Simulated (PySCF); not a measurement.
C6H10FPS.
Numbering: `[CH3:1][CH2:2][P@@:3]1(=[S:4])[CH:5]=[C:6]([F:7])[CH2:8][CH2:9]1` (hydrogens: H10, H11, H12 on C1; H13, H14 on C2; H15 on C5; H16, H17 on C8; H18, H19 on C9)

The same species was optimised twice, with GFN2-xTB and with PBE0-D3(BJ)/def2-SVP (PySCF), and the same property calculations (PySCF, gas phase) were run on both structures.

```json
{"coordinate": "C6–F7 (Å)", "GFN2-xTB": "1.340", "PBE0-D3(BJ)/def2-SVP": "1.324", "change": "-0.016"}
{"coordinate": "C2–P3 (Å)", "GFN2-xTB": "1.849", "PBE0-D3(BJ)/def2-SVP": "1.834", "change": "-0.015"}
{"coordinate": "C5=C6 (Å)", "GFN2-xTB": "1.327", "PBE0-D3(BJ)/def2-SVP": "1.337", "change": "+0.010"}
{"coordinate": "P3=S4 (Å)", "GFN2-xTB": "1.935", "PBE0-D3(BJ)/def2-SVP": "1.944", "change": "+0.009"}
{"coordinate": "P3–C9 (Å)", "GFN2-xTB": "1.861", "PBE0-D3(BJ)/def2-SVP": "1.854", "change": "-0.007"}
{"coordinate": "P3–C5 (Å)", "GFN2-xTB": "1.811", "PBE0-D3(BJ)/def2-SVP": "1.805", "change": "-0.006"}
{"coordinate": "C8–C9 (Å)", "GFN2-xTB": "1.529", "PBE0-D3(BJ)/def2-SVP": "1.531", "change": "+0.002"}
{"coordinate": "C1–C2 (Å)", "GFN2-xTB": "1.520", "PBE0-D3(BJ)/def2-SVP": "1.519", "change": "-0.001"}
{"coordinate": "C6–C8 (Å)", "GFN2-xTB": "1.497", "PBE0-D3(BJ)/def2-SVP": "1.496", "change": "-0.001"}
{"coordinate": "C2–P3–S4 (°)", "GFN2-xTB": "113.9", "PBE0-D3(BJ)/def2-SVP": "112.5", "change": "-1.4"}
{"coordinate": "C1–C2–P3 (°)", "GFN2-xTB": "115.2", "PBE0-D3(BJ)/def2-SVP": "116.5", "change": "+1.3"}
{"coordinate": "S4–P3–C5 (°)", "GFN2-xTB": "117.5", "PBE0-D3(BJ)/def2-SVP": "118.8", "change": "+1.3"}
{"coordinate": "C2–P3–C9 (°)", "GFN2-xTB": "107.8", "PBE0-D3(BJ)/def2-SVP": "107.1", "change": "-0.7"}
{"coordinate": "C5–C6–F7 (°)", "GFN2-xTB": "123.5", "PBE0-D3(BJ)/def2-SVP": "124.2", "change": "+0.7"}
{"coordinate": "S4–P3–C9 (°)", "GFN2-xTB": "116.6", "PBE0-D3(BJ)/def2-SVP": "117.2", "change": "+0.6"}
{"coordinate": "C5–C6–C8 (°)", "GFN2-xTB": "120.4", "PBE0-D3(BJ)/def2-SVP": "120.0", "change": "-0.4"}
{"coordinate": "C2–P3–C5 (°)", "GFN2-xTB": "106.1", "PBE0-D3(BJ)/def2-SVP": "106.5", "change": "+0.4"}
{"coordinate": "C1–C2–P3–S4 (°)", "GFN2-xTB": "180", "PBE0-D3(BJ)/def2-SVP": "178", "change": "-2"}
```

Rotational constants: A = 1571, B = 898.0, C = 728.7 MHz (GFN2-xTB) against A = 1605, B = 886.6, C = 726.0 MHz (PBE0-D3(BJ)/def2-SVP). Point groups within 0.08 Å: C1 and C1.

On the GFN2-xTB structure: HOMO (eV) -6.39 [PBE0/pcSseg-1]; LUMO (eV) -0.50 [PBE0/pcSseg-1]; dipole (D) 4.77 [PBE0/pcSseg-1]; GIAO shielding of C1 (ppm) 177.2 [PBE0/pcSseg-1]; GIAO shielding of C2 (ppm) 147.6 [PBE0/pcSseg-1]; GIAO shielding of P3 (ppm) 265.6 [PBE0/pcSseg-1]; GIAO shielding of S4 (ppm) 680.9 [PBE0/pcSseg-1]; GIAO shielding of C5 (ppm) 78.3 [PBE0/pcSseg-1]; GIAO shielding of C6 (ppm) 4.7 [PBE0/pcSseg-1]; GIAO shielding of F7 (ppm) 251.4 [PBE0/pcSseg-1]; GIAO shielding of C8 (ppm) 153.3 [PBE0/pcSseg-1].

**Question.** What do these properties become on the PBE0-D3(BJ)/def2-SVP structure?

**Answer.** 
```
                                    property          level  on GFN2-xTB  on PBE0-D3(BJ)/def2-SVP  change
                                   HOMO (eV)  PBE0/pcSseg-1        -6.39                    -6.36   +0.03
                                   LUMO (eV)  PBE0/pcSseg-1        -0.50                    -0.55   -0.05
                                  dipole (D)  PBE0/pcSseg-1         4.77                     4.85   +0.08
energy, GFN2-xTB geometry as zero (kcal/mol)  PBE0/pcSseg-1          0.0                     -0.4    -0.4
                  GIAO shielding of C1 (ppm)  PBE0/pcSseg-1        177.2                    175.4    -1.8
                  GIAO shielding of C2 (ppm)  PBE0/pcSseg-1        147.6                    147.0    -0.6
                  GIAO shielding of P3 (ppm)  PBE0/pcSseg-1        265.6                    267.7    +2.1
                  GIAO shielding of S4 (ppm)  PBE0/pcSseg-1        680.9                    681.6    +0.7
                  GIAO shielding of C5 (ppm)  PBE0/pcSseg-1         78.3                     78.6    +0.3
                  GIAO shielding of C6 (ppm)  PBE0/pcSseg-1          4.7                      3.9    -0.8
                  GIAO shielding of F7 (ppm)  PBE0/pcSseg-1        251.4                    252.2    +0.8
                  GIAO shielding of C8 (ppm)  PBE0/pcSseg-1        153.3                    152.2    -1.1
```

The heavy atoms differ by 0.036 Å rms after alignment. Among bonds between heavy atoms C2–P3 and C6–F7 change most and about equally (-0.016 to -0.015 Å). Changes are differences of the printed values. Neither structure is proved a minimum here.
